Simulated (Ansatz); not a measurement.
Reaction (substitution at a C–C bond): `C=CCC[SiH3]` + H₂Se → `[SiH3]CC[SeH]` + `C=C`

Computed with Ansatz on PBE0-D4/def2-TZVP structures; ΔE is electronic, products minus reactants. CBS: MP2 limit from def2 TZ/QZ plus the TZ coupled-cluster correction, frozen cores. This one scheme is used for every species. DFT in def2-TZVPP. For Se outer-core shells are correlated without core-valence functions, which leaves a few kJ/mol of doubt a bond. Scalar relativity is left out up to krypton. Each species was taken in one conformer, which may not be the lowest.

```tsv
level	ΔE (kJ/mol)
PBE-D4	13.5
HF/def2-TZVPP	12.8
SCS-MP2/def2-TZVPP	10.4
MP2/def2-QZVPP	10.9
```

**Question.** What does CCSD(T)/CBS give? (Best estimate.)

**Answer.** The calculation gave: +11.8 kJ/mol. The listed levels differ from it by 1.7, 1.0, -1.4, -0.9 kJ/mol.

Largest T1 diagnostic among the species: 0.011.

The D4 term adds +3.4 kJ/mol with B3LYP and +2.3 kJ/mol with PBE0; it sums over pairs of atoms, weighted by their polarisabilities, and B3LYP, whose exchange is more repulsive, gets the larger term.

B3LYP here is the variant with VWN-RPA as its local correlation; programs differ in this.
